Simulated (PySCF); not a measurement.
Geometry:
```
atom   x (Å)   y (Å)   z (Å)
  C1  -0.311   1.430  -0.294
  C2  -0.026  -0.035   0.063
  C3   0.836  -0.727  -1.001
  C4  -1.338  -0.784   0.180
  O5  -2.426  -0.428  -0.090
  F6  -1.129  -2.048   0.633
  C7   0.696  -0.072   1.394
  O8   1.799  -0.400   1.635
  F9  -0.107   0.392   2.388
 H10  -0.870   1.474  -1.225
 H11   0.623   1.973  -0.415
 H12  -0.903   1.907   0.483
 H13   1.008  -1.769  -0.740
 H14   0.345  -0.678  -1.969
 H15   1.799  -0.226  -1.066
```

PySCF calculation with σ from GIAO-PBE0/pcSseg-1 and GFN2-xTB structure; averaged over atoms made equivalent by symmetry, fast rotation or ring inversion, in vacuum, non-relativistic, one conformer.

Scale: TMS for 13C (σref 186.93), 1H (σref 31.72); H2O for 17O (σref 336.08); 19F (σref 170.95) vs CFCl3 (reference shieldings calculated alike).

```json
{"atoms": "H10/H11/H12/H13/H14/H15", "nucleus": "1H", "count": "6", "Hirshfeld charge": "0.05", "δ (ppm)": "1.67"}
{"atoms": "F6/F9", "nucleus": "19F", "count": "2", "Hirshfeld charge": "-0.08", "δ (ppm)": "?"}
{"atoms": "C2", "nucleus": "13C", "count": "1", "Hirshfeld charge": "0.01", "δ (ppm)": "51.2"}
{"atoms": "O5/O8", "nucleus": "17O", "count": "2", "Hirshfeld charge": "-0.20", "δ (ppm)": "457.0"}
{"atoms": "C1/C3", "nucleus": "13C", "count": "2", "Hirshfeld charge": "-0.12", "δ (ppm)": "24.2"}
{"atoms": "C4/C7", "nucleus": "13C", "count": "2", "Hirshfeld charge": "0.24", "δ (ppm)": "?"}
```

Question: Fill in the missing shifts.

Answer: 
- C4/C7: 170.5 ppm, carbonyl carbon
- F6/F9: 40.3 ppm, fluorine bonded to C

Shifts are as computed. Against solution values, carbons near 30 ppm lie about +3 ppm off and those near 130 ppm about +5 ppm. Of 1211 compounds with measured shifts, 218 miss one by over three times the rms of a fit or turn the order of signals round; such compounds aren't used in these exercises. Unscaled 19F shifts against computed CFCl3 carry errors that often reach 10 to 50 ppm. Unscaled 17O shifts of doubly bonded oxygen tend to come out too high, by tens of ppm or more. Experimental scales use liquid or dissolved standards, which lie at an offset from isolated H2O (liquid H2O: subtract about 36 ppm).
